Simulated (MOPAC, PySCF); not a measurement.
H2ClGeN, SMILES `[Ge]([NH2])[Cl]` (lower singlet), neutral singlet in the gas phase. This singlet lies 2.62 eV below the relaxed triplet at the level frozen-core CCSD(T)/cc-pVTZ // B3LYP-D3(BJ)/def2-TZVP (Ansatz).

Cartesian coordinates (Å):
```xyz
5

N     -0.7070     0.0004     0.0229
Ge     0.7382    -0.9275     0.6360
Cl     2.2726     0.3716    -0.3407
H     -0.6488     0.8209    -0.5633
H     -1.6550    -0.2653     0.2452
```
Charge 0, spin multiplicity 1.

All levels are single points at this geometry (B3LYP-D3(BJ)/def2-TZVP); Pople sets use spherical d functions. Orbital energies aren't observables, and empty levels follow the basis.

```tsv
level	HOMO (eV)	LUMO (eV)	gap (eV)	dipole (D)	vertical IE, Delta-SCF (eV)
B3LYP-D3(BJ)/def2-TZVP in PySCF	-7.40	-2.07	5.32	2.99	–
PBE-D3(BJ)/def2-TZVP in PySCF	-6.45	-2.60	3.85	2.94	–
B3LYP/3-21G in PySCF	-7.18	-1.84	5.33	4.12	–
B3LYP/6-311+G** (LANL2DZ on Ge) in PySCF	-7.46	-2.26	5.20	3.26	–
B3LYP/6-31G* in PySCF	-7.32	-1.96	5.36	3.34	9.84
B3LYP/LANL2DZ in PySCF	-7.30	-2.08	5.22	3.63	–
M06-2X/6-31G* in PySCF	-8.56	-0.88	7.69	3.39	–
PBE/6-31G* in PySCF	-6.39	-2.50	3.89	3.32	9.62
SVWN5/6-31G* in PySCF	-6.50	-2.67	3.83	3.37	–
HF/3-21G in PySCF	-9.94	1.12	11.07	4.37	–
HF/STO-3G in PySCF	-7.44	4.79	12.23	3.70	–
PM6 in MOPAC	-9.42	-0.68	8.75	3.63	–
PM7 in MOPAC	-9.73	-0.99	8.74	4.34	–
```
